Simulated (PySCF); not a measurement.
Calculation: B3LYP-D3(BJ)/def2-TZVP // PBE0-D4/def2-SVP run with PySCF. Gas-phase values, no solvent. B3LYP has the VWN-RPA correlation part, as in Gaussian. 

Reference species: [In(H)3(NCH)] (neutral, multiplicity 1).

```
Item                      Result
----------------------  --------
HOMO–LUMO gap            5.93 eV
HOMO                    -7.19 eV
S1 oscillator strength     0.000
```

Changed species: [In(H)3(NH3)] (adduct with NH3; the reference has adduct with NCH).

Problem. Give the shifts of the HOMO–LUMO gap, HOMO and S1 oscillator strength.

Solution. the HOMO–LUMO gap rises by 0.31 eV, to 6.24 eV; the HOMO increases by 0.08 eV, to -7.11 eV; the S1 oscillator strength hardly moves.
